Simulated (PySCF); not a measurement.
Vertical excitations of a molecule C2H6O2Sn from TDA-PBE/def2-SVPD (PySCF), as energy in eV (oscillator strength): 4.87 (0.005), 5.11 (0.004), 5.52 (0.028), 5.60 (0.025), 5.72 (0.050), 5.99 (0.021), 6.18 (0.016), 6.23 (0.013), 6.33 (0.008), 6.48 (0.027). Lowest triplet (TDA): 4.36 eV. The structure is a stationary point at B3LYP-D3(BJ)/def2-SVP. The def2 effective core potentials stand for the cores of Sn; spin–orbit coupling is left out. Other conformers were not sampled.

**Question.** Identify the compound among the candidates.
(A) C=[CH][SnH]([OH])[OH]
(B) C[O][Sn][O]C
(C) CC(=O)[O][SnH3]

**Answer.** A, C=[CH][SnH]([OH])[OH]
